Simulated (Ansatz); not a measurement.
`NB([SiH3])C[SiH3]` + `F[SiH2]P` → `F[SiH2]P[SiH3]` + `CB(N)[SiH3]`  (ligand exchange at the Si–C bond)

Gas-phase electronic energies from Ansatz, PBE0-D4/def2-TZVP geometries. CCSD(T)/CBS adds triple-zeta CCSD(T) − MP2 to the extrapolated MP2 energy (def2 sets, frozen cores). Functionals use def2-TZVPP. Each species was taken in one conformer, which may not be the lowest.

| level | ΔE (kJ/mol) | difference from CCSD(T)/CBS |
| --- | --- | --- |
| PBE0-D4 | -26.4 | -4.7 |
| ωB97X-V | -21.0 | 0.7 |
| ωB97M-V | -18.8 | 2.9 |
| PBE0 | -27.3 | -5.6 |
| HF/def2-TZVPP | -18.6 | 3.1 |
| SCS-MP2/def2-TZVPP | -18.2 | 3.5 |
| CCSD(T)/def2-TZVPP | -19.2 | 2.5 |
| SCS-MP2/def2-QZVPP | -19.6 | 2.1 |
| HF/CBS(def2) | -18.3 | 3.4 |
| CCSD/CBS(def2) | -20.9 | 0.8 |
| CCSD(T)/CBS | -21.7 | 0 |

Largest T1 diagnostic among the species: 0.013.
